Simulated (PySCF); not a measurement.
Isomers of C5H4NO (doublet state), one GFN2-xTB conformer each. Single-point energies are computed at B3LYP/pcH-1 (PySCF, gas phase, no added dispersion term), electronic only. GFN2-xTB treats the open shell by occupation alone, and not every SCF solution was tested for stability.

Question: Rank them by B3LYP/pcH-1 energy, lowest first (kJ/mol).
A. `N#C[C]1CC=CO1` [radical]
B. `C#CC1=CN[CH]O1` [radical]
C. `[CH:1]#[C:2]/[C:3]=[CH:4]\[C:5]([NH2:6])=[O:7]` (doublet state) with C3–C4–C5–N6 0°, C4–C5–N6–H 180° and 0°
D. `N#CC1=CC[CH]O1` [radical]

Answer: A (0.0), D (44.4), C (82.4), B (170.6).

As drawn, the highest has an N–H bond, which the lowest lacks. GFN2-xTB itself gives, in the same order: 0.0, 56.7, 160.1, 113.6. Both levels put the same isomer lowest; measured from each level's own lowest isomer, the values differ by up to 77.7 kJ/mol (C#C/[C]=C\C(N)=O: 160.1 against 82.4).
